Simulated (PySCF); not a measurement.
Te(Me)(OMe), C₂H₆OTe, SMILES CO[Te]C, singlet, CAM-B3LYP/def2-SVP optimised geometry.

```
10

Te    -1.25    -1.28     0.00
C     -1.44     0.86     0.00
H     -2.49     1.09     0.22
H     -1.16     1.28    -0.97
H     -0.80     1.26     0.79
O      0.75    -1.28     0.00
C      1.41    -1.15    -1.23
H      1.22    -0.17    -1.72
H      2.49    -1.22    -1.04
H      1.14    -1.94    -1.96
```

Density from CAM-B3LYP/def2-TZVP, def2 effective core potentials past Kr in PySCF 2.14.0 at that geometry. The core electrons that the potentials of Te replace are not part of the density.

Minimum of the electron density along straight lines between bonded atoms, close to the bond critical point (lines longer than 1.1 times the sum of covalent radii, or with two minima, are not listed):

```json
[
 {"bond": "Te1–C2", "length / Å": "2.147", "ρ at the minimum / e bohr⁻³": "0.118", "∇²ρ there / e bohr⁻⁵": "-0.02", "position (fraction from the first atom)": "0.52"},
 {"bond": "C2–H3", "length / Å": "1.099", "ρ at the minimum / e bohr⁻³": "0.271", "∇²ρ there / e bohr⁻⁵": "-0.91", "position (fraction from the first atom)": "0.65"},
 {"bond": "C2–H4", "length / Å": "1.096", "ρ at the minimum / e bohr⁻³": "0.276", "∇²ρ there / e bohr⁻⁵": "-0.94", "position (fraction from the first atom)": "0.65"},
 {"bond": "C2–H5", "length / Å": "1.097", "ρ at the minimum / e bohr⁻³": "0.275", "∇²ρ there / e bohr⁻⁵": "-0.94", "position (fraction from the first atom)": "0.65"},
 {"bond": "Te1–O6", "length / Å": "1.997", "ρ at the minimum / e bohr⁻³": "0.123", "∇²ρ there / e bohr⁻⁵": "0.29", "position (fraction from the first atom)": "0.50"},
 {"bond": "O6–C7", "length / Å": "1.404", "ρ at the minimum / e bohr⁻³": "0.267", "∇²ρ there / e bohr⁻⁵": "-0.63", "position (fraction from the first atom)": "0.64"},
 {"bond": "C7–H8", "length / Å": "1.106", "ρ at the minimum / e bohr⁻³": "0.276", "∇²ρ there / e bohr⁻⁵": "-0.95", "position (fraction from the first atom)": "0.65"},
 {"bond": "C7–H9", "length / Å": "1.102", "ρ at the minimum / e bohr⁻³": "0.279", "∇²ρ there / e bohr⁻⁵": "-0.98", "position (fraction from the first atom)": "0.65"},
 {"bond": "C7–H10", "length / Å": "1.105", "ρ at the minimum / e bohr⁻³": "0.277", "∇²ρ there / e bohr⁻⁵": "-0.96", "position (fraction from the first atom)": "0.65"}
]
```
